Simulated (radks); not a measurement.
Eu VII, 57 electrons, occupied as [Kr] 4d10 4f5 5s2 5p4. Calculated with a radial shooting solver on a logarithmic mesh with Libxc functionals: scalar-relativistic Kohn-Sham, SCAN, spin-polarised, spherical densities, finite nucleus; open shells are filled with parallel spins first (spin-orbit coupling, left out, can overturn this in heavy ions); meta-GGA in the generalised Kohn-Sham scheme; Fermi nuclear charge, rms radius 5.1115 fm.

Unscreened Slater integrals over Kohn-Sham orbitals (cm^-1). They are taken over the spin-up orbitals.

\begin{tabular}{lr}
integral & value \\ \hline
F0(4f,4f) & 254070 \\
F2(4f,4f) & 123050 \\
F4(4f,4f) & 77659 \\
F6(4f,4f) & 55997 \\
F0(4f,5p) & 165450 \\
F2(4f,5p) & 59128 \\
G2(4f,5p) & 28346 \\
G4(4f,5p) & 22825 \\
F0(4f,5s) & 179460 \\
G3(4f,5s) & 32458 \\
F0(4f,4d) & 276300 \\
F2(4f,4d) & 134420 \\
F4(4f,4d) & 86243 \\
G1(4f,4d) & 158280 \\
G3(4f,4d) & 99938 \\
G5(4f,4d) & 70817 \\
F0(5p,5p) & 138850 \\
F2(5p,5p) & 75948 \\
F0(5p,5s) & 145630 \\
G1(5p,5s) & 99340 \\
F0(5p,4d) & 171290 \\
F2(5p,4d) & 51779 \\
G1(5p,4d) & 14810 \\
G3(5p,4d) & 14619 \\
F0(5s,5s) & 153970 \\
F0(5s,4d) & 186860 \\
G2(5s,4d) & 20677 \\
F0(4d,4d) & 305850 \\
F2(4d,4d) & 155850 \\
F4(4d,4d) & 104430 \\
\end{tabular}

Derived for the open shells (J is the average intra-shell exchange parameter used in DFT+U). 4f: F4/F2 = 0.631, F6/F2 = 0.455, J = (286 F2 + 195 F4 + 250 F6)/6435 = 9998 cm^-1. 5p: J = F2/5 = 15190 cm^-1.
